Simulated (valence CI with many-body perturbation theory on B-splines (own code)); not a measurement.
## Assign the levels of Bi2+

Computed by valence CI with perturbative core correlation (CI+MBPT): three valence electrons over a frozen Dirac-Fock core [Xe] 4f14 5d10, a basis of 11 s, 11 p, 9 d, 7 f, 5 g, 2 h, 1 i functions for each j, with the one-electron correlation potential Σ1, the two-electron term Σ2, the three-electron term Σ3, Breit, model QED; selected CI, second order for the rest, scaled by the run's own slope (own B-spline code, finite nucleus).

Set against measurement, 20 paired levels are off by 486 cm⁻¹ on average, the worst by 1325. These come from a selection out of Moore, Atomic Energy Levels, vol. III, NSRDS-NBS 35 (1971 reprint of NBS Circular 467, 1958), an old analysis. Levels without a partner in it may be off by more. The list stops below the first excitations out of the core.

```tsv
No.	J	Parity	E (eV)	g
1	1/2	odd	0.000	0.666
2	3/2	odd	2.617	1.334
3	1/2	even	8.644	2.538
4	3/2	even	10.256	1.700
6	1/2	even	11.864	1.999
9	1/2	even	13.493	1.097
12	1/2	odd	14.546	0.666
13	3/2	odd	15.177	1.334
15	3/2	even	16.402	1.262
16	7/2	odd	17.097	1.143
17	5/2	odd	17.109	0.857
18	1/2	even	17.939	1.999
19	3/2	even	18.527	0.801
20	5/2	even	18.612	1.201
```

Energies count from the lowest level. Strongly mixed levels and levels close to another of their J and parity are left out, so the numbers can have gaps.

(1) Give configuration and LS term of each level.

## Answers

(1) 1: 6s2 6p 2P°; 2: 6s2 6p 2P°; 3: 6s 6p2 4P; 4: 6s 6p2 4P; 6: 6s2 7s 2S; 9: 6s 6p2 2P; 12: 6s2 7p 2P°; 13: 6s2 7p 2P°; 15: 6s 6p2 2P; 16: 5f 6s2 2F°; 17: 5f 6s2 2F°; 18: 6s2 8s 2S; 19: 6s2 7d 2D; 20: 6s2 7d 2D.
